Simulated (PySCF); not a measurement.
PySCF input for Cl2HInO, SMILES [Cl][In]([Cl])[OH], IEF-PCM-PBE0/def2-SVP. Geometry: PBE0-D3(BJ)/def2-SVP. The def2 effective core potentials stand for the cores of In; spin–orbit coupling is left out. The values are those of a single conformer.

```python
import numpy as np
from pyscf import gto, scf, dft
from pyscf.solvent import pcm

mol = gto.M(
    atom='''
    In    0.23654127   -0.00407957    0.00000000
    Cl   -0.99446955    1.97685924    0.00000000
    Cl   -0.87930204   -2.03700247    0.00000000
    O     2.21479369    0.03498799    0.00000000
    H     2.54524544    0.94242976    0.00000000
    ''',
    basis='def2-SVP',
    ecp={'In': 'def2-svp'},
    charge=0,
    spin=0,
    max_memory=1600,
    verbose=3,
)
mf = dft.RKS(mol, xc='pbe0').density_fit(auxbasis='def2-universal-jkfit')
mf.grids.level = 3
mf.conv_tol = 1e-9
mf.max_cycle = 100
mf.kernel()
res = {}
for name, eps in {'water': 78.355, 'ethylethanoate': 5.9867, 'dichloromethane': 8.93}.items():
    s = mf.PCM()
    s.with_solvent.method, s.with_solvent.eps, s.with_solvent.lebedev_order = 'IEF-PCM', eps, 29
    s.kernel(mf.make_rdm1())
    res[name] = (s.e_tot, eps, s.dip_moment(), s.mo_energy, s.converged)
    print(f'{name}: electrostatic solvation free energy {(s.e_tot - mf.e_tot) * 627.509474:.3f} kcal/mol')
```

Output:

```
converged SCF energy = -1185.73448691313

WARN: PCM is an experimental feature. It is still in testing.
Features and APIs may be changed in the future.

converged SCF energy = -1185.75011795604
Dipole moment(X, Y, Z, Debye):  1.43853,  1.55453,  0.00000
water: electrostatic solvation free energy -9.809 kcal/mol

WARN: PCM is an experimental feature. It is still in testing.
Features and APIs may be changed in the future.

converged SCF energy = -1185.74636569669
Dipole moment(X, Y, Z, Debye):  1.35228,  1.46745, -0.00000
ethylethanoate: electrostatic solvation free energy -7.454 kcal/mol

WARN: PCM is an experimental feature. It is still in testing.
Features and APIs may be changed in the future.

converged SCF energy = -1185.747614248
Dipole moment(X, Y, Z, Debye):  1.38109,  1.49557, -0.00000
dichloromethane: electrostatic solvation free energy -8.238 kcal/mol
```

Self-consistency was reached.
